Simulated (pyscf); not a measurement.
1,1-elimination: Cl–GeH₂–GeH₃ -> germane (GeH₄) + Cl–GeH: [singlet]

Gas phase, singlet surface, charge 0. Bonds broken: Ge1–Ge2, Ge2–H8. Bonds formed: Ge1–H8. Optimised with ωB97X-D3(BJ)/def2-SVP in PySCF. Correlated levels are frozen-core, on RHF or UHF. ΔMP2 is the change of the MP2 total energy from the triple- to the quadruple-zeta basis.

Transition state (Å):

```xyz
8

Ge     0.4721    -0.8192    -0.4473
Ge     0.5144     0.2813     1.7756
Cl     0.0700    -1.1812     3.3465
H     -0.5771    -1.8926    -0.7728
H      1.8553    -1.4895    -0.4898
H      0.3854     0.3848    -1.3880
H     -0.4536     1.4592     2.0342
H     -0.8187    -0.2032     0.7954
```

One imaginary mode, 545i cm⁻¹; descent along it reached the two sides named, in the forms told below.

```csv
bond,change,reactant side (Å),saddle,product side
Ge1–Ge2,breaks,2.398,2.481,3.3
Ge2–H8,breaks,1.534,1.724,2.017
Ge1–H8,forms,3.3,1.895,1.566
```

Electronic energies relative to the reactant's lowest minimum found (eV):

| level | barrier | reaction energy | reverse barrier |
|---|---|---|---|
| ωB97X-D3(BJ)/def2-TZVP | 2.05 | +1.72 | 0.34 |
| PBE/def2-TZVP | 1.66 | +1.35 | 0.31 |
| r²SCAN/def2-TZVP | 1.80 | +1.57 | 0.23 |
| B3LYP-D3(BJ)/def2-TZVP | 1.84 | +1.32 | 0.52 |
| PBE0-D3(BJ)/def2-TZVP | 1.85 | +1.58 | 0.27 |
| M06-2X/def2-TZVP | 1.86 | +1.43 | 0.43 |
| ωB97M-D3(BJ)/def2-TZVP | 1.92 | +1.33 | 0.59 |
| HF/def2-TZVP | 2.39 | +1.25 | 1.15 |
| MP2/def2-QZVPP | 2.00 | +1.66 | 0.33 |
| CCSD/def2-TZVPP | 2.05 | +1.53 | 0.52 |
| CCSD(T)/def2-TZVPP | 1.98 | +1.56 | 0.42 |
| CCSD(T)/def2-TZVPP + ΔMP2(QZVPP) | 1.93 | +1.52 | 0.41 |

With CCSD(T)/def2-TZVPP + ΔMP2(QZVPP) energies and thermal terms (ideal gas, 1 atm, RRHO with modes under 100 cm⁻¹ raised to 100, one conformer, R ln 2 for chiral ones without a mode under 150 cm⁻¹), in eV:

```tsv
T (K)	ΔH‡	ΔG‡	ΔH	ΔG
298	1.86	1.88	+1.43	+1.01
600	1.84	1.91	+1.39	+0.60
900	1.82	1.95	+1.35	+0.22
1200	1.80	2.00	+1.30	-0.15
```

On the product side the descent ends in a complex (not fully relaxed), 0.32 eV under the separated species and 0.66 eV under the saddle at ωB97X-D3(BJ)/def2-TZVP. This is the saddle that the search found; another between the same sides may lie lower. The CCSD(T) − MP2 part came from Ansatz, without density fitting, on the same reference. The frozen core leaves the outer d or s,p core shells of the metals and heavy elements correlated in the MP2 and CC values, and def2-TZVPP describes them poorly, which can shift differences by a few kcal/mol. Elements up to Kr have no core potential and no relativistic terms here.
